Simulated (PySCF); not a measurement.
H9ClSi4, SMILES [SiH3][Si]([SiH3])([SiH3])Cl at its CAM-B3LYP/def2-SVP optimised geometry (Å):

```
14

Si    -0.6461    -2.5911    -1.9461
Si     0.0292    -1.4666     0.0000
Si    -0.6459    -2.5900     1.9468
Si    -0.6452     0.7813     0.0000
Cl     2.1342    -1.4666     0.0000
H     -2.1351    -2.6230    -2.0132
H     -0.1194    -1.8854    -3.1462
H     -0.1295    -3.9870    -1.9285
H     -0.1200    -3.9825     1.9349
H     -0.1284    -1.8776     3.1470
H     -2.1349    -2.6314     2.0087
H     -2.1342     0.8563    -0.0036
H     -0.1201     1.4666    -1.2126
H     -0.1262     1.4646     1.2163
```

Method: CAM-B3LYP/def2-TZVP in PySCF.

Map of the electron localisation function on the plane z = 1.5 Å:

```
|0000000000000000000000000000000|
|0000000000000000000000000000000|
|0000000000000000000000000000000|
|0000000000000000000000000000000|
|0000000000000000000000000000000|
|0000000000001355420000000000000|
|0000000000015899984000000000000|
|0000000000048999998300000000000|
|0000000000169999999710000000000|
|0000000000169999999820000000000|
|0000001100169999999820000000000|
|0000012110159999999600000000000|
|0000012210138999997100000000000|
|0000012210014788852000000000000|
|0000001100001233210000000000000|
|0000000000000111000000111000000|
|0000000000000010000001232100000|
|0000000000000111000013444210000|
|0000000000001232100014555320000|
|0000000000124565410024665421000|
|0000145542236788620024666421000|
|0001699986445688741014565421000|
|0003999999730027741002454320000|
|0006999999811203531001343210000|
|0006999999811401420000122100000|
|0005999999810004431000000000000|
|0002899998632478862000000000000|
|0000589985237999996100000000000|
|0000145531148999998400000000000|
|0000001000159999999600000000000|
|0000000000159999999600000000000|
```
Scale: ten equal steps from 0.000 (start of '0') to 1.000 (end of '9'), in the order '0123456789'; x runs from -4.50 to 4.50, y from -4.50 (bottom) to 4.50 (top).
